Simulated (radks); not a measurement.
Q: Species: Nd35+. Configuration: [Ar] 3d7. All-electron calculation, scalar-relativistic Kohn-Sham, LB94 model potential, spin-polarised, spherical densities, finite nucleus; open shells are filled with parallel spins first (spin-orbit coupling, left out, can overturn this in heavy ions); Fermi nuclear charge, rms radius 4.9123 fm. Program: a radial shooting solver on a logarithmic mesh with Libxc functionals. Some entries of the table are withheld. Estimate them.

orbital,occ.,eigenvalue (eV),r(max) (bohr)
1s down,1,-45182.96,0.01509
1s up,1,-45182.63,0.01509
2s up,1,-8634.041,0.08527
2s down,1,-8633.199,0.08526
2p up,3,-7898.203,(1)
2p down,3,-7898.105,(2)
3s up,1,(3),0.2386
3s down,1,(4),0.2388
3p up,3,-2729.040,0.2324
3p down,3,-2717.516,0.2325
3d up,5,-2428.121,(5)
3d down,2,-2416.786,(6)

A: 
(1) 2p up r(max) (bohr): 0.06868
(2) 2p down r(max) (bohr): 0.06868
(3) 3s up eigenvalue (eV): -2960.926
(4) 3s down eigenvalue (eV): -2949.518
(5) 3d up r(max) (bohr): 0.1876
(6) 3d down r(max) (bohr): 0.1874
